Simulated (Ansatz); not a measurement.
Basis sets compared for the cluster Cs3Br2. The state is a doublet with charge 0. Geometry PBE0-D4/def2-SVP. Ansatz on 4 threads of AMD EPYC 7B13 on a shared host; times are rough, and most runs start from earlier orbitals.

```xyz
5

Cs   -1.122    2.415    0.557
Cs   -1.570   -2.227    0.046
Cs    2.662   -0.175   -0.596
Br   -0.428    0.263   -2.060
Br    0.458   -0.276    2.052
```

In the def2 sets Cs takes a core potential; there is no spin–orbit coupling. The structure comes from a short search, and lower isomers may exist.

Binding counts from free atoms (Cs doublet, Br doublet) in the same basis, without a counterpoise term.

```tsv
level	functions	energy (Eh)	HOMO (eV)	LUMO (eV)	binding per atom (eV)	wall time
PBE-D4/def2-SVP	136	-5207.6329	-1.90	-1.59	2.05	4.1 s
PBE0-D4/def2-SVP	136	-5207.7947	-2.09	-1.11	2.05	6.5 s
```

(1) Estimate the rows for PBE-D4/def2-TZVP (with forces), PBE0-D4/def2-TZVP.

Results:

(1) 
```csv
level,functions,energy (Eh),HOMO (eV),LUMO (eV),binding per atom (eV),wall time
PBE-D4/def2-TZVP (with forces),183,-5208.2588,-1.90,-1.55,2.05,7 s
PBE0-D4/def2-TZVP,183,-5208.4185,-2.10,-1.06,2.04,9.5 s
```
